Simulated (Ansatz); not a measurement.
BH₄OSSi (`[SiH3]O[B]S`) radical, relaxed with UKS PBE0-D4/def2-TZVP in Ansatz 0.2.0 from a PBE-D4/def2-SVP geometry. The force threshold is 0.005 eV/Å; the program also tests the step.

The species carries charge 0 and has multiplicity 2.

Start:

```xyz
8

Si   -0.025    1.541   -0.239
O    -0.488   -0.100   -0.237
B     0.173   -1.166    0.257
S    -0.490   -2.849    0.169
H    -1.124    2.273   -0.944
H     1.272    1.701   -0.976
H     0.110    2.028    1.174
H     0.571   -3.427    0.795
```

| step | energy (eV) | largest force (eV/Å) | largest move (Å) |
| --- | --- | --- | --- |
| 1 | -21493.9488 | 0.633 | 0.000 |
| 2 | -21493.9824 | 0.403 | 0.027 |
| 3 | -21493.9915 | 0.070 | 0.016 |
| 4 | -21493.9918 | 0.034 | 0.003 |
| 5 | -21493.9920 | 0.026 | 0.003 |
| 6 | -21493.9922 | 0.018 | 0.017 |
| 7 | -21493.9923 | 0.005 | 0.013 |

End:

```xyz
8

Si   -0.027    1.524   -0.237
O    -0.458   -0.084   -0.220
B     0.179   -1.154    0.257
S    -0.489   -2.819    0.169
H    -1.119    2.235   -0.938
H     1.254    1.688   -0.964
H     0.106    2.015    1.155
H     0.554   -3.404    0.777
```

Run time 24 s (4 threads of a server CPU on a shared host); peak host memory 0.44 GiB.
